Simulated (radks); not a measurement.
Results of a calculation; reference values are marked as such.
Fractional charge and spin in the 4s shell of rubidium: the spin-up occupation runs from 0 to 1 and the spin-down occupation from 0 to 1; the fullest corner is Rb2+, [Ar] 3d10 4p(up 2.5, down 2.5) 4s(up 1, down 1). Level of theory: scalar-relativistic Kohn-Sham, PBE, spin-polarised, spherical densities, finite nucleus; Fermi nuclear charge, rms radius of each element as measured or else 0.836 A^(1/3) + 0.57 fm (a radial shooting solver on a logarithmic mesh with Libxc functionals). Energy (eV) minus the two flat planes that join the four corners (they meet along the diagonal where the two added fractions sum to one electron); zero is where a piecewise linear energy would lie.

| down \ up | 0 | 0.5 | 1 |
|---|---|---|---|
| 0 | 0.000 | -1.822 | 0.000 |
| 0.5 | -1.822 | 0.315 | -1.721 |
| 1 | 0.000 | -1.721 | 0.000 |

Corners above the fullest one (they belong to Rb3+ and the next ion): (up 1, down 0) 57.194 eV, (up 0, down 1) 57.194 eV, (up 0, down 0) 129.83 eV. With half an added electron in each spin the energy lies 0.315 eV from the planes, and with half an added electron in spin up alone -1.822 eV. The planes are only a guide here: the flat-plane condition holds for ground states with one frontier orbital, while this shell lies below other occupied shells, so the corners above the fullest one are inner-hole states and not the ground states of those ions.
